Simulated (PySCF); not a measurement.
C4H7Cl, SMILES [C@H]1(C)[C@H](Cl)C1. Geometry optimised at PBE-D3(BJ)/def2-SVP.

Computed equilibrium geometry at PBE-D3(BJ)/def2-SVP (PySCF confirms it by a frequency run) as Cartesian coordinates in Å:
```xyz
12

C      2.3170     0.5250    -0.0521
C      1.0383    -0.2698     0.0878
C      0.2930    -0.7976    -1.1259
C     -0.2825     0.3311    -0.3137
Cl    -1.7261     0.0574     0.6846
H      2.4894     1.1725     0.8322
H      2.2888     1.1782    -0.9483
H      3.1950    -0.1454    -0.1579
H      0.9834    -0.9218     0.9762
H      0.6764    -0.5567    -2.1312
H     -0.1964    -1.7796    -1.0414
H     -0.2875     1.3448    -0.7453
```
Charge 0, spin multiplicity 1.
